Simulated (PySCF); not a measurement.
PySCF job for GaClBr2, SMILES [Br][Ga]([Br])[Cl], IEF-PCM-M06-2X/def2-SVP. The structure is a stationary point at PBE0-D3(BJ)/def2-SVP. The structure was generated by enumeration; whether it is a known compound was not checked.

```python
import numpy as np
from pyscf import gto, scf, dft
from pyscf.solvent import pcm

mol = gto.M(
    atom='''
    Ga    0.00000000    0.00000000    0.35457827
    Cl    0.00000000    0.00000000    2.48134793
    Br    0.00000000    1.96692702   -0.75964059
    Br    0.00000000   -1.96692702   -0.75964059
    ''',
    basis='def2-SVP',
    charge=0,
    spin=0,
    max_memory=1600,
    verbose=3,
)
mf = dft.RKS(mol, xc='m06-2x').density_fit(auxbasis='def2-universal-jkfit')
mf.grids.level = 4
mf.conv_tol = 1e-9
mf.max_cycle = 100
mf.kernel()
res = {}
for name, eps in {'water': 78.355, 'ethanol': 24.852, 'dichloromethane': 8.93}.items():
    s = mf.PCM()
    s.with_solvent.method, s.with_solvent.eps, s.with_solvent.lebedev_order = 'IEF-PCM', eps, 29
    s.kernel(mf.make_rdm1())
    res[name] = (s.e_tot, eps, s.dip_moment(), s.mo_energy, s.converged)
    print(f'{name}: electrostatic solvation free energy {(s.e_tot - mf.e_tot) * 627.509474:.3f} kcal/mol')
```

Output:

```
converged SCF energy = -7532.60347474195

WARN: PCM is an experimental feature. It is still in testing.
Features and APIs may be changed in the future.

converged SCF energy = -7532.61044995668
Dipole moment(X, Y, Z, Debye):  0.00000,  0.00000, -0.31947
water: electrostatic solvation free energy -4.377 kcal/mol

WARN: PCM is an experimental feature. It is still in testing.
Features and APIs may be changed in the future.

converged SCF energy = -7532.61010598498
Dipole moment(X, Y, Z, Debye):  0.00000,  0.00000, -0.31956
ethanol: electrostatic solvation free energy -4.161 kcal/mol

WARN: PCM is an experimental feature. It is still in testing.
Features and APIs may be changed in the future.

converged SCF energy = -7532.60927592829
Dipole moment(X, Y, Z, Debye): -0.00000, -0.00000, -0.31939
dichloromethane: electrostatic solvation free energy -3.640 kcal/mol
```

Self-consistency was reached.

Cost: about 60 core-seconds (a rough figure).
